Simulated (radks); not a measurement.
Q: The mean radii <r> (bohr) of the occupied orbitals of an atom or ion are listed with their occupations. All-electron calculation, scalar-relativistic Kohn-Sham, r2SCAN, spin-unpolarised, spherical densities, finite nucleus; meta-GGA in the generalised Kohn-Sham scheme; Fermi nuclear charge, rms radius of each element as measured or else 0.836 A^(1/3) + 0.57 fm. Program: a radial shooting solver on a logarithmic mesh with Libxc functionals.

orbital  occ.      <r>
1s          2  0.03344
2s          2   0.1456
2p          6   0.1270
3s          2   0.4017
3p          6   0.4024
3d         10   0.3842
4s          2    1.024
4p          6    1.132
4d          7    1.631

Name the element and its charge.

A: Z = 44, ruthenium, charge +1: Ru+ in [Kr] 4d7. The 1s radius gives Z: for a bare nucleus <r> = (2 gamma + 1)/(2Z) with gamma = sqrt(1 - (Z/c)^2), 0.03289 bohr for Z = 44, and screening makes it slightly larger (0.03344 here). The occupations add up to 43, and the charge is Z minus that.
